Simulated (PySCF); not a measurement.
Species: `CC(C)CCS(=O)(=O)Cl`. The columns A, B, C and D hold Mulliken, IAO, Hirshfeld and ESP-fitted charges (e) of one PBE0/pcSseg-1 density (PySCF), in a shuffled order. Coordinates in Å (GFN2-xTB); the density's dipole moment is (-4.55, -0.34, -1.04) D.

```tsv
atom	x	y	z	A	B	C	D
C1	-1.995	0.388	1.252	-0.114	-0.202	-0.417	-0.638
C2	-1.133	-0.316	0.207	-0.012	-0.385	-0.085	+0.559
C3	-1.678	-0.050	-1.194	-0.118	-0.219	-0.421	-0.597
C4	0.321	0.165	0.339	-0.078	-0.249	-0.270	-0.179
C5	1.294	-0.588	-0.533	-0.063	-0.311	-0.441	-0.385
S6	2.949	-0.119	0.000	+0.528	+0.974	+1.969	+0.858
O7	3.068	-0.189	1.420	-0.275	-0.472	-0.832	-0.409
O8	3.943	-0.751	-0.805	-0.290	-0.472	-0.833	-0.438
Cl9	2.977	1.859	-0.492	-0.057	-0.151	-0.284	-0.123
H10	-1.626	0.185	2.255	+0.044	+0.119	+0.142	+0.148
H11	-3.024	0.044	1.190	+0.044	+0.118	+0.142	+0.158
H12	-1.981	1.463	1.091	+0.042	+0.109	+0.138	+0.154
H13	-1.164	-1.394	0.398	+0.036	+0.120	+0.125	-0.051
H14	-2.725	-0.337	-1.248	+0.044	+0.121	+0.144	+0.143
H15	-1.601	1.008	-1.435	+0.041	+0.110	+0.137	+0.159
H16	-1.135	-0.618	-1.944	+0.038	+0.115	+0.133	+0.131
H17	0.646	0.041	1.375	+0.035	+0.163	+0.155	+0.073
H18	0.366	1.228	0.097	+0.028	+0.144	+0.142	+0.067
H19	1.244	-0.342	-1.588	+0.059	+0.183	+0.178	+0.160
H20	1.249	-1.664	-0.388	+0.069	+0.184	+0.180	+0.210
```

Q: Which column most likely holds the ESP-fitted charges?

A: D. Σ q r misses the density's dipole by 0.05 D (D), 1.04 D (B), 1.20 D (C), 1.56 D (A). Charges fitted to the outside potential are the only set here that is tied to the molecule's multipoles.

Q: And the Hirshfeld charges?

A: A. The mean sizes are 0.101 e (A), 0.246 e (B), 0.282 e (D), 0.358 e (C), and Hirshfeld charges are commonly the smallest of these schemes.

As computed, A = Hirshfeld, B = Mulliken, C = IAO, D = ESP-fitted. Hydrogens on carbon: Hirshfeld +0.03 to +0.07, Mulliken +0.11 to +0.18, IAO +0.13 to +0.18, ESP-fitted -0.05 to +0.21 e.

The IAO scheme projects the occupied orbitals on a minimal set of polarised atomic orbitals and counts the electrons in each atom's part of it. The ESP scheme is a least-squares fit of atom-centred charges to the potential on four shells outside the van der Waals surface, with the total charge fixed.

One conformer (not necessarily the lowest) at the GFN2-xTB geometry, without solvent, vibrations or thermal averaging.

The values belong to the conformer `[CH3:1][CH:2]([CH3:3])[CH2:4][CH2:5][S:6](=[O:7])(=[O:8])[Cl:9]`: C1–C2–C4–C5 173°, C2–C4–C5–S6 -169°, C4–C5–S6–O7 48°.
